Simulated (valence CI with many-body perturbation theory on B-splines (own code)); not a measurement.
# E1 line list for Os5+

Computed by configuration interaction combined with many-body perturbation theory (CI+MBPT): three valence electrons over a frozen Dirac-Fock core [Xe] 4f14, a basis of 9 s, 9 p, 10 d, 8 f, 5 g, 3 h, 1 i functions for each j, with the one-electron correlation potential Σ1 (screened to all orders), the two-electron term Σ2, the three-electron term Σ3, Breit, model QED; selected single and double excitations, second order for the rest, scaled by the run's own slope (own B-spline code, finite nucleus).

Set against measurement, 68 paired levels are off by 1430 cm⁻¹ on average, the worst by 5347. 1 measured level below the end of the list, from 220745 cm⁻¹ on, found no clear computed partner.

Lines 201 to 250 of 250 in falling wavelength, among levels below 222300 cm⁻¹, chosen from the strongest by gf and those to the six lowest levels. Wavelengths and rates use the calculated energies, so an error of 1000 cm⁻¹ moves a line at 50.94 nm by 0.51 % and its rate by three times that or more. Electric multipoles are in the length gauge, E1 and E2 with the static RPA response of the core. Weak lines are less certain than strong ones. Lines between different terms over intervals too small for the method are left out, as are lines whose strength nearly cancels and 3 of this kind that miss the measured wavelength by over 7 %. The highest levels of a list are the least certain.

Levels are named by their leading jj configuration (3d3/2^4 stands for four electrons in 3d with j = 3/2), which in mixed levels can hold well under half, so a name can repeat and another be missing. Letters in brackets count levels of one name in rising energy.

```
λ vac (nm)  λ from measured levels                          Upper                  Lower   A (s⁻¹)  log gf  Branch %
     50.94                   51.35  (5d3/2 5d5/2 6p3/2) J=7/2 [a]  (5d3/2^2 5d5/2) J=7/2  6.60e+08   -0.69       8.6
     50.91                   51.32      (5d3/2^2 6p3/2) J=3/2 [b]  (5d3/2^2 5d5/2) J=1/2  6.27e+07   -2.01       0.9
     50.88                   51.24  (5d3/2 5d5/2 6p3/2) J=7/2 [b]  (5d3/2^2 5d5/2) J=9/2  6.44e+08   -0.70       6.6
     50.87                   51.25          (5d5/2^2 6p1/2) J=9/2  (5d3/2^2 5d5/2) J=7/2  3.09e+07   -1.92       0.4
     50.84                   51.20      (5d3/2 5d5/2 6p3/2) J=1/2  (5d3/2^2 5d5/2) J=1/2  7.30e+06   -3.25       0.1
     50.76                   51.16         (5d5/2^2 6p3/2) J=11/2  (5d3/2^2 5d5/2) J=9/2  4.80e+08   -0.65      15.4
     50.65                   51.05          (5d5/2^2 6p1/2) J=5/2  (5d3/2^2 5d5/2) J=7/2  5.07e+08   -0.93       4.8
     50.65                   51.09  (5d3/2 5d5/2 6p1/2) J=3/2 [b]        (5d3/2^3) J=3/2  3.79e+08   -1.23       4.7
     50.64                   50.98          (5d3/2^2 6p3/2) J=5/2        (5d3/2^3) J=3/2  3.35e+07   -2.11       0.3
     50.47                   50.85          (5d5/2^2 6p1/2) J=7/2  (5d3/2^2 5d5/2) J=5/2  1.71e+08   -1.28       2.4
     50.31                   50.71      (5d3/2^2 6p3/2) J=3/2 [b]  (5d3/2^2 5d5/2) J=3/2  3.24e+05   -4.31       0.0
     50.24                   50.59      (5d3/2 5d5/2 6p3/2) J=1/2  (5d3/2^2 5d5/2) J=3/2  7.80e+06   -3.23       0.1
     50.04                   50.40  (5d3/2 5d5/2 6p3/2) J=7/2 [b]  (5d3/2^2 5d5/2) J=7/2  3.66e+07   -1.96       0.4
     50.02                   50.47          (5d3/2^2 6p3/2) J=1/2        (5d3/2^3) J=3/2  6.54e+08   -1.31      10.2
     49.99                   50.42  (5d3/2 5d5/2 6p3/2) J=5/2 [a]  (5d3/2^2 5d5/2) J=5/2  5.67e+07   -1.89       1.1
     49.71                   50.17          (5d5/2^2 6p1/2) J=3/2  (5d3/2^2 5d5/2) J=5/2  1.06e+08   -1.80       1.3
     49.70                   50.01  (5d3/2 5d5/2 6p3/2) J=5/2 [b]  (5d3/2^2 5d5/2) J=3/2  1.58e+08   -1.45       2.3
     49.66                   50.05  (5d3/2 5d5/2 6p3/2) J=7/2 [a]  (5d3/2^2 5d5/2) J=5/2  1.42e+08   -1.38       1.8
     49.53                   48.25  (5d3/2 5d5/2 6p3/2) J=9/2 [b]  (5d3/2^2 5d5/2) J=9/2  4.90e+08   -0.74       3.8
     49.51                   49.85  (5d3/2 5d5/2 6p3/2) J=3/2 [b]  (5d3/2^2 5d5/2) J=1/2  1.70e+08   -1.60       1.8
     49.38                   49.77          (5d5/2^2 6p1/2) J=5/2  (5d3/2^2 5d5/2) J=5/2  1.88e+08   -1.38       1.8
     49.33                   49.76  (5d3/2 5d5/2 6p3/2) J=3/2 [a]  (5d3/2^2 5d5/2) J=5/2  1.75e+08   -1.59       2.8
     49.12                   49.51  (5d3/2 5d5/2 6p3/2) J=5/2 [c]  (5d3/2^2 5d5/2) J=3/2  1.72e+08   -1.43       3.0
     49.05                   49.50  (5d3/2 5d5/2 6p3/2) J=7/2 [c]  (5d3/2^2 5d5/2) J=9/2  6.20e+08   -0.75       8.1
     48.94                   49.28  (5d3/2 5d5/2 6p3/2) J=3/2 [b]  (5d3/2^2 5d5/2) J=3/2  1.15e+08   -1.78       1.2
     48.89                   49.21          (5d5/2^2 6p3/2) J=1/2  (5d3/2^2 5d5/2) J=1/2  6.26e+07   -2.35       0.8
     48.83                   49.27  (5d3/2 5d5/2 6p3/2) J=5/2 [b]  (5d3/2^2 5d5/2) J=7/2  1.58e+05   -4.47       0.0
     48.80                   49.15  (5d3/2 5d5/2 6p3/2) J=7/2 [b]  (5d3/2^2 5d5/2) J=5/2  9.37e+06   -2.57       0.1
     48.73                   47.51  (5d3/2 5d5/2 6p3/2) J=9/2 [b]  (5d3/2^2 5d5/2) J=7/2  1.36e+08   -1.32       1.1
     48.47                   48.85  (5d3/2 5d5/2 6p3/2) J=5/2 [a]        (5d3/2^3) J=3/2  5.01e+07   -1.98       0.9
     48.43                   48.76  (5d3/2 5d5/2 6p3/2) J=3/2 [c]  (5d3/2^2 5d5/2) J=3/2  9.86e+07   -1.86       1.1
     48.33                   48.65          (5d5/2^2 6p3/2) J=1/2  (5d3/2^2 5d5/2) J=3/2  2.20e+07   -2.81       0.3
     48.27                   48.79  (5d3/2 5d5/2 6p3/2) J=5/2 [c]  (5d3/2^2 5d5/2) J=7/2  2.67e+08   -1.25       4.6
     48.27                   48.72  (5d3/2 5d5/2 6p3/2) J=7/2 [c]  (5d3/2^2 5d5/2) J=7/2  2.50e+08   -1.16       3.3
     48.21                   48.61          (5d5/2^2 6p1/2) J=3/2        (5d3/2^3) J=3/2  9.72e+07   -1.87       1.2
     48.20                   48.72      (5d3/2^2 6p3/2) J=3/2 [b]  (5d3/2^2 5d5/2) J=5/2  1.12e+08   -1.81       1.5
     47.90                   48.23          (5d5/2^2 6p1/2) J=5/2        (5d3/2^3) J=3/2  2.92e+04   -5.22       0.0
     47.84                   48.23  (5d3/2 5d5/2 6p3/2) J=3/2 [a]        (5d3/2^3) J=3/2  6.31e+07   -2.06       1.0
     47.65                   48.08  (5d3/2 5d5/2 6p3/2) J=5/2 [b]  (5d3/2^2 5d5/2) J=5/2  5.25e+05   -3.97       0.0
     47.12                   47.62  (5d3/2 5d5/2 6p3/2) J=5/2 [c]  (5d3/2^2 5d5/2) J=5/2  1.29e+08   -1.59       2.2
     47.11                   47.55  (5d3/2 5d5/2 6p3/2) J=7/2 [c]  (5d3/2^2 5d5/2) J=5/2  1.54e+07   -2.39       0.2
     46.95                   47.40  (5d3/2 5d5/2 6p3/2) J=3/2 [b]  (5d3/2^2 5d5/2) J=5/2  1.18e+08   -1.81       1.2
     46.78                   47.25      (5d3/2^2 6p3/2) J=3/2 [b]        (5d3/2^3) J=3/2  1.28e+08   -1.78       1.8
     46.73                   47.15      (5d3/2 5d5/2 6p3/2) J=1/2        (5d3/2^3) J=3/2  1.05e+08   -2.16       1.3
     46.48                   46.93  (5d3/2 5d5/2 6p3/2) J=3/2 [c]  (5d3/2^2 5d5/2) J=5/2  3.99e+07   -2.29       0.4
     46.26                   46.64  (5d3/2 5d5/2 6p3/2) J=5/2 [b]        (5d3/2^3) J=3/2  3.50e+05   -4.17       0.0
     45.76                   46.21  (5d3/2 5d5/2 6p3/2) J=5/2 [c]        (5d3/2^3) J=3/2  5.26e+06   -3.00       0.1
     45.60                   46.01  (5d3/2 5d5/2 6p3/2) J=3/2 [b]        (5d3/2^3) J=3/2  3.24e+06   -3.39       0.0
     45.16                   45.56  (5d3/2 5d5/2 6p3/2) J=3/2 [c]        (5d3/2^3) J=3/2  9.87e+07   -1.92       1.1
     45.07                   45.46          (5d5/2^2 6p3/2) J=1/2        (5d3/2^3) J=3/2  2.77e+06   -3.77       0.0
```
